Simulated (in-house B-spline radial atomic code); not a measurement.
Results of a calculation; reference values are marked as such.
# Impurity-limited mobility of n-type InAs at n = 9.2165e16 cm⁻³, compensation 0.2

For InAs the NSM archive of the Ioffe Institute lists m* = 0.023 m0 and ε = 15.15.

One parabolic, isotropic band at zero temperature, uniform dielectric constant, impurities scattering independently, no phonons and no central-cell term; real bands flatten as E_F rises, which lowers the mobility at the highest densities. In effective units each ion is a point charge Z in an electron gas; its screened potential is solved self-consistently in the LDA with open boundaries (B-splines, partial waves to l = 16), which gives the phase shifts δ_l at the Fermi level.

**Question.** Put the electron gas into effective units.

**Answer.** a* = 0.0529177 nm × 15.15/0.023 = 34.86 nm and Ha* = 27211.386 meV × 0.023/15.15² = 2.727 meV. From 4π (r_s a*)³/3 = 1/n, r_s = 0.394. Then k_F = 1.91916/r_s = 4.8710 per a*, E_F = k_F²/2 = 11.8631 Ha* = 32.3 meV, and Mott's number n^(1/3) a* = 1.574.

Self-consistent phase shifts (rad):

```tsv
l	donor, Z = +1	acceptor, Z = −1
0	0.3135	-0.2904
1	0.1245	-0.1222
2	0.0584	-0.0592
3	0.0294	-0.0304
4	0.0154	-0.0161
5	0.0082	-0.0087
6	0.0045	-0.0047
7	0.0025	-0.0026
8	0.0014	-0.0014
```

With all partial waves the Friedel sums are 0.999 and -0.999, and Σ (l + 1) sin²(δ_l − δ_(l+1)) is 0.04771 for the donor and 0.03968 for the acceptor. The screened donor binds no level.

**Question.** Find the transport cross sections, and compare them with the Born approximation for Thomas-Fermi screening (Brooks-Herring).

**Answer.** σ_tr = (4π/k_F²) × sum: 0.02527 a*² for the donor and 0.02101 a*² for the acceptor. Thomas-Fermi gives q_s² = 4k_F/π = 6.2019, so b = 4k_F²/q_s² = 15.303, and σ_Born = (2π/k_F⁴)(ln(1 + b) − b/(1 + b)) = 0.01116 × 1.8527 = 0.02068 a*² for either sign. The donor scatters 1.22 times and the acceptor 1.02 times as much. Two things differ from Brooks-Herring. First order with Lindhard's response and the LDA kernel gives 1.13 times σ_Born for either sign: screening weakens at large momentum transfer, and the exchange-correlation potential of the screening charge adds to the ion's own, which is the larger part in a thin gas. Higher orders then split the signs, leaving the donor at 1.08 and the acceptor, which keeps the electrons out, at 0.90 of that.

**Question.** With N_A/N_D = 0.2 and n = N_D − N_A, what are the mobility and the resistivity?

**Answer.** N_D = 1.15e17 and N_A = 2.3e16 cm⁻³. μ = e/(ħ k_F Σ N σ_tr), with e/ħ = 15.193 cm²/(V·s) per nm². Here k_F = 0.1397 nm⁻¹, a*² = 1215 nm², 1 cm⁻³ = 1e-21 nm⁻³, and Σ N σ_tr = 0.004126 nm⁻¹, a mean free path of 242 nm. So μ = 26400 cm²/(V·s) and ρ = 1/(n e μ) = 0.00257 Ω·cm. Brooks-Herring would give 31300 cm²/(V·s). k_F times the mean free path is 33.9.
